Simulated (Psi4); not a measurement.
HIn (SMILES [InH]), singlet, geometry from GFN2-xTB (such geometries of metal compounds can be far from the true shape) (core potentials on In); B3LYP/def2-SV(P) (Psi4).

Here is a job for Psi4.
```
memory 2 GB

molecule mol {
0 1
In   -0.000000   -0.000000   -0.039404
H     0.000000    0.000000    1.930786
}

set {
  basis def2-sv(p)
  reference rks
  d_convergence 1e-4
}

energy('b3lyp')
print_variables()
```

What the program printed (banner, timings and long lists left out):

```
   => Loading Basis Set <=

    Name: DEF2-SV(P)
    Role: ORBITAL
    Keyword: BASIS

    !!!  WARNING: ECP capability is in beta. Please check occupations closely.  !!!

         ---------------------------------------------------------
                                   SCF
               by Justin Turney, Rob Parrish, Andy Simmonett
                          and Daniel G. A. Smith
                              RKS Reference
         ---------------------------------------------------------

  ==> Geometry <==

    Molecular point group: c2v
    Full point group: C_inf_v

    Geometry (in Angstrom), charge = 0, multiplicity = 1:

       Center              X                  Y                   Z               Mass
    ------------   -----------------  -----------------  -----------------  -----------------
         IN           0.000000000000     0.000000000000    -0.017130339172   114.903878776000
         H            0.000000000000     0.000000000000     1.953059660828     1.007825032230

  Running in c2v symmetry.

  Rotational constants: A = ************  B =      4.34698  C =      4.34698 [cm^-1]
  Rotational constants: A = ************  B = 130319.20975  C = 130319.20975 [MHz]
  Nuclear repulsion =    5.640431341175217

  Charge       = 0
  Multiplicity = 1
  Electrons    = 22
  Nalpha       = 11
  Nbeta        = 11

  ==> Algorithm <==

  SCF Algorithm Type is DF.
  DIIS enabled.
  MOM disabled.
  Fractional occupation disabled.
  Guess Type is SAD.
  Energy threshold   = 1.00e-06
  Density threshold  = 1.00e-04
  Integral threshold = 1.00e-12

  ==> Primary Basis <==

  Basis Set: DEF2-SV(P)
    Blend: DEF2-SV(P)
    Number of shells: 12
    Number of basis functions: 28
    Number of Cartesian functions: 30
    Spherical Harmonics?: true
    Max angular momentum: 2

  Core potential: DEF2-SV(P)
    Number of shells: 4
    Number of ECP primitives: 18
    Number of ECP core electrons: 28
    Max angular momentum: 3

  ==> DFT Potential <==

   => LibXC <=

    Version 7.1.2
    S. Lehtola, C. Steigemann, M. J. T. Oliveira, and M. A. L. Marques,  SoftwareX 7, 1–5 (2018) (10.1016/j.softx.2017.11.002)

   => Composite Functional: B3LYP <=

    B3LYP Hyb-GGA Exchange-Correlation Functional

    P. J. Stephens, F. J. Devlin, C. F. Chabalowski, and M. J. Frisch,  J. Phys. Chem. 98, 11623 (1994) (10.1021/j100096a001)

    Deriv               =              1
    GGA                 =           TRUE
    Meta                =          FALSE

    Exchange Hybrid     =           TRUE
    MP2 Hybrid          =          FALSE

   => Exchange Functionals <=

    0.0800   Slater exchange
    0.7200         Becke 88

   => Exact (HF) Exchange <=

    0.2000               HF

   => Correlation Functionals <=

    0.1900   Vosko, Wilk & Nusair (VWN5_RPA)
    0.8100   Lee, Yang & Parr

   => LibXC Density Thresholds  <==

    XC_HYB_GGA_XC_B3LYP:  1.00E-15

   => Molecular Quadrature <=

    Radial Scheme          =       TREUTLER
    Pruning Scheme         =           NONE
    Nuclear Scheme         =       TREUTLER

    Blocking Scheme        =         OCTREE
    BS radius alpha        =              1
    Pruning alpha          =              1
    Radial Points          =             75
    Spherical Points       =            302
    Total Points           =          42913
    Total Blocks           =            390
    Max Points             =            256
    Max Functions          =             28
    Weights Tolerance      =       1.00E-15

   => Loading Basis Set <=

    Name: (DEF2-SV(P) AUX)
    Role: JKFIT
    Keyword: DF_BASIS_SCF

  ==> Integral Setup <==

  SCF_SUBTYPE=INCORE selected. In-core MEM_DF algorithm will be used.
  Using in-core AOs.

  ==> MemDFJK: Density-Fitted J/K Matrices <==

    J tasked:                   Yes
    K tasked:                   Yes
    wK tasked:                   No
    Algorithm:                 Core
    Schwarz Cutoff:           1E-12
    Mask sparsity (%):       0.0000
    Fitting Condition:        1E-10

   => Auxiliary Basis Set <=

  Basis Set: (DEF2-SV(P) AUX)
    Blend: DEF2-UNIVERSAL-JKFIT
    Number of shells: 52
    Number of basis functions: 236
    Number of Cartesian functions: 329
    Spherical Harmonics?: true
    Max angular momentum: 5

  Minimum eigenvalue in the overlap matrix is 3.6341589491E-02.
  Reciprocal condition number of the overlap matrix is 1.1354287677E-02.
    Using symmetric orthogonalization.

  ==> Pre-Iterations <==

  SCF Guess: Superposition of Atomic Densities via on-the-fly atomic UHF (no occupation information).

   -------------------------
    Irrep   Nso     Nmo
   -------------------------
     A1        14      14
     A2         2       2
     B1         6       6
     B2         6       6
   -------------------------
    Total      28      28
   -------------------------

  ==> Iterations <==

                           Total Energy        Delta E     RMS |[F,P]|

   @DF-RKS iter SAD:  -189.77074339413025   -1.89771e+02   0.00000e+00
   @DF-RKS iter   1:  -190.72985943867602   -9.59116e-01   1.59244e-02 DIIS/ADIIS
   @DF-RKS iter   2:  -190.75771037512800   -2.78509e-02   1.20329e-02 DIIS/ADIIS
   @DF-RKS iter   3:  -190.78066260884557   -2.29522e-02   5.76291e-04 DIIS/ADIIS
   @DF-RKS iter   4:  -190.78075286443911   -9.02556e-05   2.28709e-04 DIIS/ADIIS
   @DF-RKS iter   5:  -190.78076941651489   -1.65521e-05   3.47929e-05 DIIS
   @DF-RKS iter   6:  -190.78076981014482   -3.93630e-07   6.04835e-06 DIIS
  Energy and wave function converged.

  ==> Post-Iterations <==

   Electrons on quadrature grid:
      Ntotal   =   22.0000015197 ; deviation = 1.520e-06

    Orbital Energies [Eh]
    ---------------------

    Doubly Occupied:

[...]
    Virtual:

[...]
    Final Occupation by Irrep:
             A1    A2    B1    B2
    DOCC [     6,    1,    2,    2 ]
    NA   [     6,    1,    2,    2 ]
    NB   [     6,    1,    2,    2 ]

  @DF-RKS Final Energy:  -190.78076981014482

   => Energetics <=

    Nuclear Repulsion Energy =              5.6404313411752174
    One-Electron Energy =                -346.6908671196022738
    Two-Electron Energy =                 164.1588734582292943
    DFT Exchange-Correlation Energy =     -13.8892074899470277
    Empirical Dispersion Energy =           0.0000000000000000
    VV10 Nonlocal Energy =                  0.0000000000000000
    Total Energy =                       -190.7807698101448182

Computation Completed

Properties will be evaluated at   0.000000,   0.000000,   0.000000 [a0]

Properties computed using the SCF density matrix

 Multipole Moments:

 ------------------------------------------------------------------------------------
     Multipole            Electronic (a.u.)      Nuclear  (a.u.)        Total (a.u.)
 ------------------------------------------------------------------------------------

 L = 1.  Multiply by 2.5417464519 to convert [e a0] to [Debye]
 Dipole X            :          0.0000000            0.0000000            0.0000000
 Dipole Y            :          0.0000000            0.0000000            0.0000000
 Dipole Z            :         -3.4911995            3.0109432           -0.4802563
 Magnitude           :                                                    0.4802563

 ------------------------------------------------------------------------------------

  Variable Map:
  ----------------------------------------------------------------------------
[...]
  Array Variable Map:
  ----------------------------------------------------------------------------
[...]
[...]
```
